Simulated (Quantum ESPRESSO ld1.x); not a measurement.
Q: The aim is neutral argon in [Ar]. This ld1.x (Quantum ESPRESSO 7.5) run was made with `OMP_NUM_THREADS=1 ld1.x < ld1.in > ld1.out`. Can the result be used? Name any fault.

```
 &input
    zed=18.0,
    iswitch=1,
    rel=2,
    dft='PW',
    config='[Ar]',
    lsmall=.true.,
    dx=0.2,
    prefix='ld1',
    max_out_wfc=37,
    file_charge='ld1.rho',
 /
```

Output (excerpt):

```
     Program LD1 v.7.5 starts

     --------------------------- All-electron run ----------------------------

     dirac relativistic calculation

     atomic number is 18.00
     dft =PW   lsd =0 sic =0 latt =0  beta=0.20 tr2=1.0E-14
     Exchange-correlation= PW
                           (   1   4   0   0   0   0   0)
     mesh =  79 r(mesh) = 111.01088 a.u. xmin = -8.00 dx = 0.20000
     1 Ry =  13.60569312 eV, c = 137.03599908

     n l j   nl                  e(Ry)          e(Ha)          e(eV)
     Spin orbit split results
     1 0 0.5 1S 1( 2.00)      -228.5653      -114.2826     -3109.7888
     2 0 0.5 2S 1( 2.00)       -21.7314       -10.8657      -295.6709
     2 1 0.5 2P 1( 2.00)       -16.9851        -8.4925      -231.0939
     2 1 1.5 2P 1( 4.00)       -16.8273        -8.4136      -228.9467
     3 0 0.5 3S 1( 2.00)        -1.7799        -0.8899       -24.2162
     3 1 0.5 3P 1( 2.00)        -0.7692        -0.3846       -10.4662
     3 1 1.5 3P 1( 4.00)        -0.7554        -0.3777       -10.2779
     Averaged results
     1 0     1S 1( 2.00)      -228.5653      -114.2826     -3109.7888
     2 0     2S 1( 2.00)       -21.7314       -10.8657      -295.6709
     2 1     2P 1( 6.00)       -16.8799        -8.4399      -229.6624
     3 0     3S 1( 2.00)        -1.7799        -0.8899       -24.2162
     3 1     3P 1( 6.00)        -0.7600        -0.3800       -10.3407

     final scf error:  7.7E-15 reached in  37 iterations

     Etot =   -1055.619024 Ry,    -527.809512 Ha,  -14362.428490 eV

     Ekin =    1061.210779 Ry,     530.605389 Ha,   14438.508196 eV
     Encl =   -2522.654085 Ry,   -1261.327042 Ha,  -34322.457332 eV
     Eh   =     464.553837 Ry,     232.276918 Ha,    6320.576941 eV
     Exc  =     -58.729554 Ry,     -29.364777 Ha,    -799.056294 eV
```

A: No (inaccurate). The line at issue: dx=0.2. The radial step is too large to integrate the orbitals; the run ends without a warning, but the energy is off by +0.00188 hartree against the default mesh. The sound input gives -527.811 hartree.
